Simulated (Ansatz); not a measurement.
All numbers were calculated with Ansatz.

A structure relaxed at PBE0-D4/def2-TZVP, charge 0, multiplicity 1:

```xyz
15

C    -0.4525   -1.8005    1.0020
C     0.4386   -0.6787    1.4900
S    -0.2465    0.9899    1.1936
Si    0.0271    1.1825   -0.8919
O    -1.0092    0.3622   -1.8554
O    -0.1871    2.7666   -1.2369
O     1.5023    0.5774   -1.2448
H    -0.0093   -2.7685    1.2539
H    -1.4404   -1.7453    1.4630
H    -0.5847   -1.7587   -0.0808
H     0.5710   -0.7261    2.5726
H     1.4262   -0.7207    1.0311
H    -1.9126    0.6807   -1.8886
H     0.2620    3.3968   -0.6710
H     1.6152    0.2425   -2.1368
```

Question: Give its formula and SMILES.

Answer: C2H8O3SSi, `CCS[Si](O)(O)O`.

Question: Point group (tolerance 0.08 Å, 0.16 Å for H)?

Answer: C1.

Question: Summarise the bond lengths by kind.

Answer: 1 × C–C 1.513 Å; 5 × C–H 1.090 to 1.094 Å; 1 × C–S 1.828 Å; 1 × S–Si 2.112 Å; 3 × O–Si 1.633 to 1.636 Å; 3 × H–O 0.958 to 0.960 Å.
